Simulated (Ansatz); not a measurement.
Total energies of Ge(OMe)H3 (CH6GeO) from Ansatz at PBE0-D4/def2-TZVP, gas phase (1 Eh = 27.2114 eV = 2625.5 kJ/mol). The reference geometry is relaxed at PBE-D4/def2-TZVP.

| state | geometry | energy (Eh) |
| --- | --- | --- |
| charge 0 singlet | reference | -2193.58846 |
| charge 1 doublet | reference | -2193.22240 |
| free Ge atom (triplet) | – | -2076.65516 |
| free O atom (triplet) | – | -75.01860 |
| free C atom (triplet) | – | -37.80537 |
| free H atom (doublet) | – | -0.50104 |

(1) Work out the vertical ionisation energy to the doublet.

(2) What is the binding energy per atom against free atoms?

(1) E(charge 1 doublet) − E(charge 0 singlet) = -2193.22240 − (-2193.58846) = 0.36606 Eh = 9.96 eV. For comparison, −ε of the highest occupied level is 7.75 eV at this level, 2.21 eV less.

(2) Atoms: 1 × (-2076.65516) + 1 × (-75.01860) + 1 × (-37.80537) + 6 × (-0.50104) = -2192.48537 Eh. Binding: -2192.48537 − (-2193.58846) = 1.10309 Eh = 30.02 eV, or 3.34 eV for each of 9 atoms (no zero-point energy, no counterpoise term).
